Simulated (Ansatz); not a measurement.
Results of the Gaussian-basis code of Ansatz.

A structure relaxed at PBE0-D4/def2-TZVP, charge 0, multiplicity 1:

Cartesian coordinates in Å:
```
B -2.829 0.952 1.023
Ga -0.776 0.855 0.894
Ge 0.334 -0.565 -0.781
C 2.280 -0.697 -0.559
H -3.470 1.732 0.377
H -3.457 0.198 1.711
H 0.185 1.678 1.838
H -0.265 -1.991 -0.767
H 0.037 -0.002 -2.193
H 2.710 -1.321 -1.343
H 2.520 -1.136 0.410
H 2.732 0.295 -0.611
```

Task: Give its formula and SMILES.

Result: CH8BGaGe, `[BH2][GaH][GeH2][CH3]`.

Task: Summarise the bond lengths by kind.

Result: 1 × B–Ga 2.059 Å; 2 × B–H 1.199 Å; 1 × Ga–Ge 2.461 Å; 1 × Ga–H 1.578 Å; 1 × C–Ge 1.964 Å; 2 × Ge–H 1.547 to 1.548 Å; 3 × C–H 1.091 Å.
